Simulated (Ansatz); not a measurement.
**Molecular dynamics of ClH$_{5}$O$_{3}$SZr**

Input:

```yaml
crystal:
  periodic: [false, false, false]
  atoms:
    - { symbol: Zr, position_ang: [0.103523, 0.240889, -0.006641] }
    - { symbol: Cl, position_ang: [1.475686, -0.834774, 2.316483] }
    - { symbol: O, position_ang: [1.726314, -0.32037, -0.895163] }
    - { symbol: H, position_ang: [2.460598, -0.940179, -0.852922] }
    - { symbol: O, position_ang: [-0.687595, 1.382691, -1.32487] }
    - { symbol: H, position_ang: [-1.248447, 1.895794, -1.909102] }
    - { symbol: O, position_ang: [-1.248192, -1.06194, 0.399933] }
    - { symbol: H, position_ang: [-1.641361, -1.902195, 0.646392] }
    - { symbol: S, position_ang: [0.347014, 2.096927, 1.882895] }
    - { symbol: H, position_ang: [1.474807, 2.607649, 1.33039] }
    - { symbol: H, position_ang: [1.094651, 0.591408, 2.421805] }
basis:
  gaussian: { orbitals: def2-SVP }
hamiltonian:
  xc: b3lyp
  dispersion: d4
md:
  timestep: 0.5
  n_steps: 200
  ensemble: nve
  temperature: 300.0
  initial_velocities: maxwell_boltzmann
  seed: 4228
```

Launched with:

```bash
$ ansatz run input.yaml --threads 4 --pin off --max-ram 5120MiB --backend cpu --events-out ev --progress --plain --runs-dir out
```

It starts at the highest image of a converged band, a first-order saddle point between two minima.

Output, in part (step lines, the closing report, with atoms numbered from 0):

```
md step     0: t =     0.00 fs  T =   300.0 K  F+E_penalty+E_count = -30857.72399439 eV  E_kin = 0.349002 eV  conserved = -30857.37499239 eV  (29 SCF iters)
[... lines left out ...]
Total energy: -30858.02981846 eV, -1134.0116795045 hartree
Atom 0 at     0.242893     0.051476     0.064188 Å, force    -1.115403    -0.060757     0.172255 eV/Å
Atom 1 at     1.274788    -0.722702     2.066202 Å, force     0.640869    -0.296906     0.921843 eV/Å
Atom 2 at     1.603124    -0.411572    -1.181613 Å, force     0.343710    -0.297272    -0.468311 eV/Å
Atom 3 at     1.943475    -0.649406    -2.044637 Å, force     0.103303     0.002226    -0.090323 eV/Å
Atom 4 at    -0.603918     1.517979    -0.889621 Å, force     0.249965     0.195552    -0.068857 eV/Å
Atom 5 at    -1.342115     2.110219    -0.981172 Å, force    -0.370813     0.353324    -0.078930 eV/Å
Atom 6 at    -1.292296    -1.118216     0.227235 Å, force     1.662169     1.569954     0.373748 eV/Å
Atom 7 at    -1.886714    -1.761965    -0.062304 Å, force    -1.491981    -1.582631    -0.658177 eV/Å
Atom 8 at     0.247335     2.447562     1.981847 Å, force     0.221113     0.012178     0.002603 eV/Å
Atom 9 at     1.373893     2.885806     1.378958 Å, force    -0.041789     0.181879    -0.164174 eV/Å
Atom 10 at     1.001772     1.909204     2.970031 Å, force    -0.201144    -0.077549     0.058324 eV/Å
Dipole moment:    -0.174762     0.505458    -0.356431 e Å
```

The steps, from the saved trajectory:

| time (fs) | T (K) | potential energy less start (eV) | conserved less start (meV/atom) |
| --- | --- | --- | --- |
| 0 | 300 | 0.000 | 0.00 |
| 3 | 225 | 0.089 | 0.19 |
| 6 | 188 | 0.133 | 0.21 |
| 9 | 189 | 0.130 | 0.07 |
| 12 | 185 | 0.135 | 0.11 |
| 15 | 160 | 0.166 | 0.25 |
| 18 | 184 | 0.136 | 0.13 |
| 21 | 190 | 0.129 | 0.05 |
| 24 | 151 | 0.175 | 0.17 |
| 27 | 139 | 0.190 | 0.21 |
| 30 | 200 | 0.117 | 0.02 |
| 33 | 203 | 0.114 | 0.07 |
| 36 | 186 | 0.135 | 0.21 |
| 39 | 211 | 0.105 | 0.07 |
| 42 | 228 | 0.084 | 0.01 |
| 45 | 188 | 0.132 | 0.18 |
| 48 | 161 | 0.164 | 0.20 |
| 51 | 244 | 0.065 | 0.03 |
| 54 | 213 | 0.102 | 0.13 |
| 57 | 227 | 0.088 | 0.24 |
| 60 | 300 | 0.001 | 0.12 |
| 63 | 346 | -0.053 | 0.06 |
| 66 | 375 | -0.085 | 0.17 |
| 69 | 364 | -0.072 | 0.19 |
| 72 | 420 | -0.139 | 0.00 |
| 75 | 397 | -0.112 | 0.07 |
| 78 | 341 | -0.046 | 0.24 |
| 81 | 437 | -0.160 | 0.02 |
| 84 | 422 | -0.142 | 0.05 |
| 87 | 443 | -0.165 | 0.16 |
| 90 | 443 | -0.164 | 0.17 |
| 93 | 539 | -0.278 | 0.01 |
| 96 | 527 | -0.262 | 0.14 |
| 99 | 531 | -0.266 | 0.21 |

The run went to its last step. The conserved energy stayed within 0.27 meV per atom of its start (net change 0.09 meV per atom), so the integration is sound. A run of 0.1 ps of so small a system gives no equilibrium averages. The orbitals stay closed-shell, which can raise the energy where a bond breaks towards radicals; this wasn't checked here.

Between its relaxed ends the band would form Cl2–H11 and break Zr1–Cl2, S9–H11. These pairs go: Cl2–H11 1.48 → 2.80 Å, Zr1–Cl2 2.90 → 2.38 Å, S9–H11 1.77 → 1.35 Å. In the last frame they stand as before the step (other bonds may differ from the relaxed reactants and products). It ends as one piece, ClH5O3SZr. Pairs count as bonded within 1.25 times the sum of covalent radii (0.12 Å more for H–H).

Last frame:

```xyz
11
Properties=species:S:1:pos:R:3
Zr 0.243 0.051 0.064
Cl 1.275 -0.723 2.066
O 1.603 -0.412 -1.182
H 1.944 -0.649 -2.045
O -0.604 1.518 -0.890
H -1.342 2.110 -0.981
O -1.292 -1.118 0.227
H -1.887 -1.762 -0.062
S 0.247 2.448 1.982
H 1.374 2.886 1.379
H 1.002 1.909 2.970
```

Time of the run: 8.3 min on 4 threads of Arm Neoverse V2, with other jobs on the host, peak memory 0.37 GiB.
